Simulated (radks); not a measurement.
Problem. These are the eigenvalues of the occupied orbitals of an atom or ion with whole-number occupations (eV). Method: scalar-relativistic Kohn-Sham, Slater X-alpha with alpha = 0.667, spin-polarised, spherical densities, finite nucleus; Fermi nuclear charge, rms radius of each element as measured or else 0.836 A^(1/3) + 0.57 fm; computed with a radial shooting solver on a logarithmic mesh with Libxc functionals.

orbital  eigenvalue
1s down   -43351.58
1s up     -43351.58
2s up     -7011.053
2s down   -7011.025
2p up     -6270.794
2p down   -6270.775
3s up     -1519.403
3s down   -1518.238
3p up     -1285.858
3p down   -1284.703
3d up     -960.7103
3d down   -959.8042
4s up     -301.5369
4s down   -298.4506
4p up     -225.0111
4p down   -221.9015
4d up     -116.1700
4d down   -113.0473
5s up      -40.1326
5s down    -38.0282
5p up      -21.6173
5p down    -19.9557
6s up       -2.9496
6s down     -2.6983
4f up       -1.5746

Which element is it, and in what charge state? The configuration may be excited. Open shells, if any, are filled with parallel spins first.

Solution. Z = 60, neodymium, charge 0: Nd in [Xe] 4f4 6s2. The list shows which subshells hold electrons but not how many an open one holds; the 1s level, -1593.1 hartree, gives Z - s = 56.4 by -(Z - s)^2/2, which with screening and relativity narrows Z to a few neighbours, and the depths of the outer levels then fix element, charge and occupations together.
